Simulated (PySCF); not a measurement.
A structure optimised at PBE-D3(BJ)/def2-SVP, used in a PySCF frequency run:

```xyz
10

O      2.9015    -1.2081    -0.4534
C      1.9615    -0.5613    -0.1456
N      1.0058     0.1007     0.1869
Si    -0.4189     1.0321     0.4848
C     -1.9554    -0.0838     0.3436
F     -2.0923    -0.5429    -0.9639
H     -0.3508     1.5979     1.8755
H     -0.4995     2.1331    -0.5302
H     -1.8762    -0.9527     1.0371
H     -2.8674     0.4883     0.6368
```
Charge 0, spin multiplicity 1.

Q: Write its SMILES and formula.

A: O=C=N[SiH2]CF, C2H4FNOSi

Q: What are its rotational constants (standard atomic weights)?

A: 5.3790, 1.3874, 1.1589 GHz
